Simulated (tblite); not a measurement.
Compound: C6H4FNSi.
Atom-mapped SMILES: `[CH:1]#[C:2][C@:3]1([F:4])[SiH2:5][CH:6]=[C:7]1[C:8]#[N:9]` (hydrogens: H10 on C1; H11, H12 on Si5; H13 on C6)

Computed with GFN2-xTB (tblite), gas phase: L-BFGS steps from a force-field or distance-geometry start until the largest atomic force falls under 0.01 eV/Å.

Step 2: E = -655.2644 eV
```
atom  x, y, z in Å  |  force x, y, z in eV/Å
C1     -2.1638    1.3440   -1.0289   -0.839   0.830  -0.253
C2     -1.3224    0.5342   -0.8048    0.790  -0.372   0.002
C3     -0.3017   -0.4199   -0.5332    0.742  -0.346  -0.032
F4     -0.2645   -1.3870   -1.5701    0.321   0.618   0.362
Si5    -0.4040   -1.2911    1.2484    1.018   0.916  -0.434
C6      1.2261   -0.2813    1.1429   -0.543   0.045  -0.954
C7      1.1150    0.2052   -0.1349   -1.080  -1.090   0.958
C8      1.9405    1.0556   -0.9059   -0.091  -0.209   0.091
N9      2.6292    1.7370   -1.5301   -0.429  -0.369   0.340
H10    -2.9055    2.0591   -1.2339    0.005  -0.049   0.037
H11    -1.3593   -0.6889    2.1499   -0.280  -0.020   0.104
H12    -0.1712   -2.7093    1.2893   -0.121  -0.356  -0.062
H13     1.9772   -0.1571    1.8935    0.505   0.405  -0.157
```

Step 3: E = -655.3376 eV
```
atom  x, y, z in Å  |  force x, y, z in eV/Å
C1     -2.1677    1.3479   -1.0302   -0.125   0.150  -0.061
C2     -1.3190    0.5357   -0.8064    0.375   0.035  -0.083
C3     -0.2920   -0.4244   -0.5335    0.237  -0.059  -0.065
F4     -0.2603   -1.3797   -1.5659    0.361   0.429   0.172
Si5    -0.3914   -1.2801    1.2435    0.524   0.399  -0.123
C6      1.2194   -0.2806    1.1307    0.206  -0.153   0.555
C7      1.1026    0.1923   -0.1235   -0.557  -0.222  -0.438
C8      1.9396    1.0531   -0.9049   -0.803  -0.912   0.737
N9      2.6229    1.7315   -1.5250    0.039   0.090  -0.083
H10    -2.9065    2.0595   -1.2337   -0.117   0.067   0.000
H11    -1.3627   -0.6892    2.1511   -0.134  -0.078  -0.022
H12    -0.1728   -2.7134    1.2885   -0.139  -0.090  -0.072
H13     1.9835   -0.1521    1.8915    0.133   0.346  -0.518
```

Step 4: E = -655.3847 eV
```
atom  x, y, z in Å  |  force x, y, z in eV/Å
C1     -2.1702    1.3510   -1.0317    0.297  -0.241   0.051
C2     -1.3121    0.5416   -0.8104    0.137   0.234  -0.102
C3     -0.2799   -0.4262   -0.5350   -0.394   0.173  -0.027
F4     -0.2486   -1.3664   -1.5608    0.371   0.154  -0.102
Si5    -0.3715   -1.2656    1.2404   -0.126  -0.203   0.221
C6      1.2191   -0.2809    1.1286    0.518  -0.090   0.852
C7      1.0860    0.1792   -0.1238   -0.158   0.010  -0.475
C8      1.9214    1.0317   -0.8884    0.832   0.776  -0.851
N9      2.6146    1.7249   -1.5189   -1.338  -1.303   1.194
H10    -2.9092    2.0608   -1.2334   -0.150   0.099  -0.015
H11    -1.3679   -0.6916    2.1507    0.036  -0.132  -0.159
H12    -0.1774   -2.7176    1.2861   -0.141   0.191  -0.085
H13     1.9911   -0.1405    1.8787    0.117   0.331  -0.503
```

Step 5: E = -655.4306 eV
```
atom  x, y, z in Å  |  force x, y, z in eV/Å
C1     -2.1717    1.3540   -1.0336    0.705  -0.602   0.153
C2     -1.3002    0.5504   -0.8162   -0.331   0.586  -0.168
C3     -0.2723   -0.4216   -0.5372   -0.760   0.131   0.135
F4     -0.2287   -1.3502   -1.5583    0.313  -0.115  -0.355
Si5    -0.3505   -1.2538    1.2438   -0.647  -0.590   0.378
C6      1.2270   -0.2802    1.1346    0.262   0.134  -0.031
C7      1.0694    0.1660   -0.1320    0.331  -0.019   0.414
C8      1.9085    1.0143   -0.8779   -0.759  -0.762   0.461
N9      2.5839    1.6965   -1.4929    0.569   0.588  -0.498
H10    -2.9130    2.0622   -1.2328   -0.140   0.095  -0.020
H11    -1.3731   -0.6966    2.1472    0.147  -0.149  -0.223
H12    -0.1853   -2.7188    1.2818   -0.117   0.346  -0.088
H13     2.0015   -0.1218    1.8558    0.428   0.359  -0.157
```

**Question.** Estimate the geometry and energy of step 6. (The exact step hangs on the optimiser's Hessian estimate; all steps are aligned on step 5, rigid shifts and turns removed.)

**Answer.** E = -655.4653 eV, largest force 0.563 eV/Å
```
atom  x, y, z in Å  |  force x, y, z in eV/Å
C1     -2.1681    1.3518   -1.0334    0.061  -0.006  -0.010
C2     -1.2981    0.5553   -0.8182    0.033   0.192  -0.076
C3     -0.2813   -0.4165   -0.5361   -0.330  -0.143   0.172
F4     -0.2210   -1.3497   -1.5634    0.238   0.035  -0.174
Si5    -0.3554   -1.2605    1.2512   -0.305  -0.226   0.110
C6      1.2320   -0.2768    1.1322    0.023  -0.169   0.347
C7      1.0730    0.1638   -0.1276   -0.126  -0.114   0.176
C8      1.9007    1.0059   -0.8740   -0.163  -0.179  -0.037
N9      2.5796    1.6929   -1.4891    0.211   0.233  -0.192
H10    -2.9139    2.0621   -1.2325   -0.012  -0.018   0.011
H11    -1.3720   -0.6995    2.1435    0.035  -0.095  -0.108
H12    -0.1883   -2.7143    1.2799   -0.096   0.158  -0.075
H13     2.0085   -0.1140    1.8498    0.430   0.334  -0.143
```

The energy changes by -0.0347 eV. The first-order estimate −F·Δx gives -0.0510 eV and the mean of the old and new forces, exact on a quadratic surface, -0.0346 eV. The step makes an angle of 46° with the force vector and moves no atom by more than 0.012 Å.

The cost below is that of the whole relaxation. The run took 0.37 s wall on one thread, Arm Neoverse V1 (aarch64), no GPU, on a shared host.
